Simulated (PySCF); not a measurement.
PySCF 2.14 output of an unrestricted PBE calculation on a single atom or ion in aug-cc-pwCVDZ-PP with ECP60MDF, with scalar relativity through the core potential:

```
SCF conv_tol = 1e-09
number electrons alpha = 11  beta = 5
    J. P. Perdew, K. Burke, and M. Ernzerhof.,  Phys. Rev. Lett. 77, 3865 (1996)
    J. P. Perdew, K. Burke, and M. Ernzerhof.,  Phys. Rev. Lett. 78, 1396 (1997)
    J. P. Perdew, K. Burke, and M. Ernzerhof.,  Phys. Rev. Lett. 77, 3865 (1996)
    J. P. Perdew, K. Burke, and M. Ernzerhof.,  Phys. Rev. Lett. 78, 1396 (1997)
cycle= 1 E= -90.6619033310829  delta_E= -0.00505  |g|= 0.0681  |ddm|= 0.569
cycle= 2 E= -90.6651738638081  delta_E= -0.00327  |g|= 0.0408  |ddm|= 0.195
cycle= 3 E= -90.662368674908  delta_E= 0.00281  |g|= 0.0483  |ddm|= 0.318
cycle= 4 E= -90.6634420466789  delta_E= -0.00107  |g|= 0.0124  |ddm|= 0.0515
cycle= 5 E= -90.6635168566918  delta_E= -7.48e-05  |g|= 0.00203  |ddm|= 0.0214
cycle= 6 E= -90.6635187555754  delta_E= -1.9e-06  |g|= 8.97e-05  |ddm|= 0.00357
cycle= 7 E= -90.6635187552046  delta_E= 3.71e-10  |g|= 2.8e-05  |ddm|= 0.000345
converged SCF energy = -90.6635187552046  <S^2> = 12.006058  2S+1 = 7.0017307
```

The run itself started from symmetry-adapted Hartree-Fock orbitals and held the occupation by maximum overlap, on a logarithmic radial grid, so the iterations belong to that start.

Task: Which element, charge and spin multiplicity is this?

Result: Os (osmium, neutral), multiplicity 7; the state was [Xe] 4f14 5d5 6s2 6p1, high-spin 7P determinant (an excited configuration).

Energies and moments cover only the electrons outside the core potential. Spin-orbit coupling, absent here, splits the open shell strongly.
